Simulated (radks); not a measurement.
Polarisability of the calcium ion Ca4+, [Ne] 3s2 3p4, at imaginary frequency. Calculated with a radial shooting solver on a logarithmic mesh with Libxc functionals: scalar-relativistic Kohn-Sham, LB94 model potential, spin-polarised, spherical densities, finite nucleus; open shells are filled with parallel spins first; Fermi nuclear charge, rms radius 3.4776 fm. Response by self-consistent Sternheimer equations with the Hartree and adiabatic LDA kernel, the relativistic mass of each level held fixed and spin-orbit coupling left out.

w (hartree)  alpha1(iw) (bohr^3)
0.00266                    2.045
0.0143                     2.045
0.0360                     2.044
0.0697                     2.039
0.118                      2.029
0.186                      2.006
0.280                      1.958
0.413                      1.867
0.605                      1.704
0.892                      1.437
1.35                       1.063
2.12                      0.6496
3.59                      0.3140
6.94                      0.1160
17.5                     0.02850

Static values: alpha1 = 2.045 bohr^3 (0.3030 angstrom^3; uncoupled 3.352). C6 = 4.479, triple-dipole C9 = 6.681 atomic units. One-pole (London) frequency 4 C6 / (3 alpha1^2) = 1.428 hartree, against 3.114 for minus the highest occupied eigenvalue.
